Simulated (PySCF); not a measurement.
## Working out the ionisation energy of Sb²⁺

Sb²⁺ [Kr] 4d10 5s2 5p1 (2P) → Sb³⁺ [Kr] 4d10 5s2 (1S). Computed with PySCF 2.14 in x2c-SVPall, with scalar relativity by spin-free X2C-1e. Frozen: [Kr] 4d10. Energies in hartree (1 hartree = 27.21139 eV):

| part | Sb²⁺ (lower) | Sb³⁺ (upper) |
| --- | --- | --- |
| UHF | -6476.351565 | -6475.465784 |
| CCSD correlation | -0.039321 | -0.033415 |
| (T) | -0.000277 | 0.000000 |

Problem. What does Hartree-Fock give?

Solution. (-6475.465784) − (-6476.351565) = 0.885781 hartree = 24.103 eV.

Problem. What do CCSD and CCSD(T) give?

Solution. The CCSD correlation energies differ by 0.005906 hartree = 0.161 eV and the triples by 0.000277 hartree = 0.008 eV, so CCSD gives 24.264 eV and CCSD(T) 24.272 eV.

Reference: 25.323 eV (measured; NIST Atomic Spectra Database, ionization energies), between the lowest levels; spin-orbit coupling is absent from the calculation.

A double-zeta basis recovers only part of the correlation energy.

What remains against the reference includes basis incompleteness, the frozen core and higher excitations.
